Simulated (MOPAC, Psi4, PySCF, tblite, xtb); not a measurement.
Dimer Cl2Zn ··· C2H4 (SMILES [Cl][Zn][Cl] and C=C) at R = 2.79 Å between the centres of mass, closest contact 2.87 Å (lowest of the rigid-body minima from ten starts at GFN2-xTB). Geometry in Å and degrees:

```
C
C 1 1.3246
H 1 1.0833 2 121.73
H 2 1.0833 1 121.73 3 180.00
H 1 1.0833 3 116.53 2 -179.99
H 2 1.0833 4 116.54 1 179.99
Zn 1 2.8679 3 96.97 5 -101.40
Cl 7 2.0982 1 90.01 3 149.02
Cl 7 2.0982 1 89.99 3 -30.98
```

- GFN2-xTB (tblite)
- B3LYP/def2-TZVP, counterpoise-corrected (Psi4)
- B3LYP-D3(BJ)/def2-TZVP, counterpoise-corrected (Psi4)
- PBE/def2-TZVP, counterpoise-corrected (Psi4)
- PBE-D3(BJ)/def2-TZVP, counterpoise-corrected (Psi4)
- wB97M-V/def2-TZVP, counterpoise-corrected (Psi4)
- AM1, restricted, heats of formation (MOPAC)
- PM3, restricted, heats of formation (MOPAC)
- GFN1-xTB (xtb)
- RKS-B3LYP/6-31G* = restricted B3LYP/6-31G*, spherical d, no counterpoise correction run with PySCF
- RKS-M06-2X/6-31G* = restricted M06-2X/6-31G*, spherical d, no counterpoise correction run with PySCF 2.14.0
- RHF/LANL2DZ = restricted Hartree-Fock/LANL2DZ, with its core potentials past Ne, no counterpoise correction in PySCF
- RKS-LDA (SVWN5)/6-31G* = restricted LDA (SVWN5)/6-31G*, spherical d, no counterpoise correction run with PySCF

Problem. What interaction energy does each level give?

Solution. 
| method | E_int / kJ/mol |
|---|---|
| RKS-LDA (SVWN5)/6-31G* | -61.59 |
| RKS-M06-2X/6-31G* | -51.50 |
| GFN2-xTB | -41.36 |
| RKS-B3LYP/6-31G* | -28.52 |
| PM3 | -27.09 |
| wB97M-V/def2-TZVP | -25.24 |
| B3LYP-D3(BJ)/def2-TZVP | -24.36 |
| PBE-D3(BJ)/def2-TZVP | -23.51 |
| RHF/LANL2DZ | -14.84 |
| GFN1-xTB | -13.26 |
| AM1 | -12.07 |
| PBE/def2-TZVP | -11.76 |
| B3LYP/def2-TZVP | -3.40 |
